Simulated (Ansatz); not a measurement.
A structure relaxed at PBE0-D4/def2-TZVP, charge 0, multiplicity 1:

```xyz
8

C    -0.516    0.932    0.405
N     0.760    1.140    0.362
Si    0.866   -0.515   -0.231
N    -0.864   -0.379    0.109
H    -1.273    1.679    0.664
H     1.202   -0.674   -1.666
H     1.595   -1.522    0.578
H    -1.770   -0.661   -0.221
```

(1) Give its formula and SMILES.

(2) Summarise the bond lengths by kind.

## Answers

(1) CH4N2Si, `C1=N[SiH2]N1`.

(2) 2 × C–N 1.294 to 1.388 Å; 1 × C–H 1.094 Å; 2 × N–Si 1.761 to 1.768 Å; 2 × H–Si 1.482 to 1.483 Å; 1 × H–N 1.005 Å.

Results of the Gaussian-basis code of Ansatz.
